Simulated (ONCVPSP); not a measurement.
Plane-wave convergence, ONCV potential for phosphorus

* Element: P (Z = 15)
* Generator: ONCVPSP 4.0.1
* Type: optimised norm-conserving Vanderbilt (ONCV)
* Functional: PBEsol
* Relativity: scalar-relativistic
* Frozen core: [Ne]
* Valence charge: 5
* Reference configuration: 3s2 3p3
* Partial waves: 3s: rc 1.60 bohr, ncon 4, nbas 7, qcut 3.6 1/bohr, 2 projectors, debl 2.5 Ha; 3p: rc 1.40 bohr, ncon 3, nbas 6, qcut 5.9 1/bohr, 3 projectors, debl 2.1 Ha
* Local potential: polynomial inside 0.85 bohr (lpopt 5, dvloc0 0 Ha)
* Core correction: Teter function, fcfact 3.5, rcfact 1.1

For each optimised wave give the share of its norm inside rc, the residual kinetic energy above qcut (Ha) and the cutoffs (Ha) for errors of 10, 1, 0.1 and 0.01 mHa per electron.

| wave | norm inside rc | residual KE | 10 mHa | 1 mHa | 0.1 mHa | 0.01 mHa |
| --- | --- | --- | --- | --- | --- | --- |
| 3s | 0.380 | 9.0e-03 | 6.4 | 30.5 | 44.4 | 52.1 |
| s projector 2 | 0.099 | 3.0e-02 | 8.0 | 20.5 | 42.8 | 68.9 |
| 3p | 0.153 | 3.8e-05 | 3.0 | 4.5 | 11.2 | 58.0 |
| p projector 2 | 0.098 | 3.6e-03 | 5.1 | 58.0 | 92.5 | not reached |
| p projector 3 | 0.110 | 1.3e-02 | 33.7 | 111.0 | 193.3 | not reached |

The occupied waves need 30 Ha and 44 Ha for 1 and 0.1 mHa. The cutoffs count occupied waves only; projector 3 of the p channel, the hardest unoccupied one, needs 111 Ha at the loose tolerance. Note: ghosts flagged at negative energy: p at -73.1 eV; GHOST(+) flagged for s at 104.0 eV. A true bound ghost makes a file unfit for plane-wave use.
